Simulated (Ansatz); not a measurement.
`[OH][Ti]([F])([Cl])[Cl]` + H–F → `[F][Ti]([F])([Cl])[Cl]` + H₂O at 500 K and 1 bar (ligand exchange at a Ti–O bond).

Isolated molecules relaxed with PBE0-D4/def2-TZVP in Ansatz; ΔE leaves out vibrations. CCSD(T)/CBS adds triple-zeta CCSD(T) − MP2 to the extrapolated MP2 energy (def2 sets, frozen cores). This one scheme is used for every species. For Ti outer-core shells are correlated without core-valence functions, which leaves a few kJ/mol of doubt a bond. Scalar relativity is left out up to krypton. Each species was taken in one conformer, which may not be the lowest.

```csv
species,CCSD(T)/CBS energy (Eh),H − E (kJ/mol),S (J/(mol·K))
`[OH][Ti]([F])([Cl])[Cl]`,-1944.30161,91.3,428.3
H–F,-100.39570,39.4,188.7
`[F][Ti]([F])([Cl])[Cl]`,-1968.32938,59.1,393.6
H₂O,-76.37941,73.2,206.3
```

H − E and S are ideal-gas, rigid-rotor, harmonic terms from PBE0-D4/def2-TZVP, for one conformer and one mirror image of each species. 1 Eh = 2625.50 kJ/mol, R = 8.31446 J/(mol·K).

Question: By hand: ΔE, ΔH, ΔS and ΔG.

Answer: ΔE = (-1968.32938) + (-76.37941) − (-1944.30161) − (-100.39570) = -0.01148 Eh = -30.1 kJ/mol. Δ(H − E) = 59.1 + 73.2 − 91.3 − 39.4 = 1.6, so ΔH = -28.5 kJ/mol. ΔS = 393.6 + 206.3 − 428.3 − 188.7 = -17.1 J/(mol·K). ΔG = -28.5 − 500 × (-17.1)/1000 = -19.9 kJ/mol.

Question: By hand: the equilibrium constant, and the temperature at which ΔG would vanish if ΔH and ΔS stayed fixed.

Answer: log₁₀ K = −ΔG/(RT ln 10) = 2.1. ΔG = 0 at ΔH/ΔS = 1667 K, though so small a ΔS makes that figure unsure.

ΔH outweighs TΔS. A doubt of 5 kJ/mol in ΔE shifts log₁₀ K by 0.5 here. Other conformers and mirror images would add mixing entropy, several J/(mol·K) or more a flexible species. These are equilibria of isolated gas molecules and say nothing of rates. Largest T1 diagnostic: 0.024 (customary marks: 0.02 for closed shells, 0.045 for open ones).
